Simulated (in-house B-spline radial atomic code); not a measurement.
Cd. Computed with a B-spline radial atomic code. Model: non-relativistic spherical atom: semilocal Troullier-Martins pseudo-atom, one channel per l, against all electrons, high spin, G0W0 and RPA with empty states to l = 8, local potential for every l without a channel, a model core (radius 0 = none) keeps its share of the functional.

Without relativity these are model numbers for so heavy an element.

What the tables leave out is listed at the end.

The pseudopotential gives back the lowest level of each angular momentum of its own functional in the configuration it was made in; a second state of the same l is only approximately right. Exact exchange, RPA and GW see the smooth pseudo-orbitals and miss the exchange with the core, for which the functional's share stands in. The column with an uncorrelated core keeps all orbitals and exact exchange, and so separates missing core correlation from pseudisation. Only the three outermost levels and the lowest empty one were computed. RPA here is direct RPA, with no exchange kernel, and its energies carry an (l + 1/2)⁻⁴ tail. A hybrid on a potential with a model core restores only its own semilocal share of the core's exchange.

Command:
```bash
python run_psgw.py task.json out
```
Settings (lengths in bohr, energies in hartree):
```
Z                      48
electrons              48
configuration          [Kr] 4d10 5s2
generated_in           [Kr] 4d10 5s2
functional             lda,vwn
core_shells            8
radius_factor          1.3
core_correction        False
ion_configuration      [Kr] 4d10 5s1
```

Run time, properties included: 92 s on 1 thread of Arm Neoverse N1, with other jobs on the host.

Given: made with LDA VWN5; model core radius 0 bohr; local radius 1.584 bohr; mean-field start LDA VWN5.

Valence shells of the generating configuration: 4d, 5s.

Channel: s 3.16, p 3.4, d 1.264 (radii in bohr).

Computed: largest level miss in the spin-unpolarised generating configuration 0 eV; valence RPA correlation energy all-electron orbitals -0.7024 hartree; all-electron RPA polarisability, core included 41.746 bohr³; pseudo-atom RPA polarisability 41.706 bohr³; ionisation by mean-field all-electron 8.8546 eV; ionisation by mean-field pseudo minus all 0.002 eV; ionisation by RPA all-electron 8.837 eV.

| level | occupied | mean-field all-electron (eV) | mean-field pseudo minus all (eV) | G0W0 all-electron (eV) | G0W0 uncorrelated core minus all (eV) | G0W0 pseudo minus all (eV) | exchange self-energy all-electron (eV) | exchange self-energy pseudo (eV) |
| --- | --- | --- | --- | --- | --- | --- | --- | --- |
| 5s | 1 | -5.5573 | 0 | -8.5745 | 0.02 | -0.373 | -11.184 | -10.449 |

**Question.** What is the ionisation by RPA pseudo minus all?

**Answer.** 0.65 eV.

**Question.** What is the valence RPA correlation energy pseudo?

**Answer.** -1.024 hartree.

Given: mean-field start PBE0.

Computed: valence RPA correlation energy all-electron orbitals -0.65409 hartree; valence RPA correlation energy pseudo -0.98216 hartree; all-electron RPA polarisability, core included 39.588 bohr³; pseudo-atom RPA polarisability 37.388 bohr³; ionisation by mean-field pseudo minus all 0.212 eV; ionisation by RPA all-electron 8.6607 eV.

| level | occupied | mean-field all-electron (eV) | mean-field pseudo minus all (eV) | G0W0 all-electron (eV) | G0W0 uncorrelated core minus all (eV) | G0W0 pseudo minus all (eV) | exchange self-energy all-electron (eV) | exchange self-energy pseudo (eV) |
| --- | --- | --- | --- | --- | --- | --- | --- | --- |
| 5s | 1 | -5.9494 | -0.178 | -8.536 | 0.023 | -0.49 | -10.783 | -10.407 |

**Question.** What is the ionisation by RPA pseudo minus all?

**Answer.** 0.664 eV.

**Question.** What is the ionisation by mean-field all-electron?

**Answer.** 8.2504 eV.

Given: mean-field start Hartree-Fock.

Computed: valence RPA correlation energy all-electron orbitals -0.55083 hartree; pseudo-atom RPA polarisability 29.602 bohr³; ionisation by mean-field all-electron 6.9121 eV; ionisation by mean-field pseudo minus all 0.574 eV; ionisation by RPA all-electron 8.2428 eV; ionisation by RPA pseudo minus all 0.747 eV.

```csv
level,occupied,mean-field all-electron (eV),mean-field pseudo minus all (eV),G0W0 all-electron (eV),G0W0 uncorrelated core minus all (eV),G0W0 pseudo minus all (eV),exchange self-energy all-electron (eV),exchange self-energy pseudo (eV)
5s,1,-7.2071,-0.618,-8.4486,0.025,-0.834,-9.8946,-10.242
```

**Question.** What is the all-electron RPA polarisability, core included?

**Answer.** 34.711 bohr³.

**Question.** What is the valence RPA correlation energy pseudo?

**Answer.** -0.87847 hartree.

Among the listed levels the largest G0W0 shift of the pseudo-atom is -0.83 eV, for 5s on the Hartree-Fock start, while leaving the core uncorrelated moves that level by +0.03 eV. So pseudisation and the lost core exchange, not the missing core correlation, make the error. Not in the tables (levels of low weight, unsolved or above zero; the highest and the empty levels are kept at any weight): on LDA the G0W0 levels 4d (pseudo minus all +2.06 eV, weights 0.71 and 0.02), 5p (pseudo minus all -0.12 eV, weights 0.90 and 0.90); on PBE0 the G0W0 levels 4d (pseudo minus all +2.43 eV, weights 0.78 and 0.41), 5p (pseudo minus all -0.01 eV, weights 0.93 and 0.93); on Hartree-Fock the G0W0 levels 4d (pseudo minus all +2.23 eV, weights 0.87 and 0.59).
